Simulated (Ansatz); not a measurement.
```xyz
3

C     0.0000    0.0000   -0.6384
F     0.0000    1.1057    0.2128
F     0.0000   -1.1057    0.2128
```

Basis set: 6-31G* (spherical functions). Correlated methods keep 3 orbitals frozen. Charge 0, multiplicity 1.

Computed with Ansatz (development build ahead of 0.2.0); each method stands on the lowest determinant of its kind that the runs found. Restricted open shells among the atoms or ions are ROHF, correlated in semicanonical orbitals with singles.

**Question.** Give the atomization energy at this shape (free ground-state atoms in the same class of orbitals less the molecule, no zero-point energy) of singlet CF2 by RHF-MP2, RHF.

**Answer.**

```csv
method,atomization energy
RHF-MP2,246.21 kcal/mol
RHF,149.45 kcal/mol
```

Caution: the shape is not the minimum.
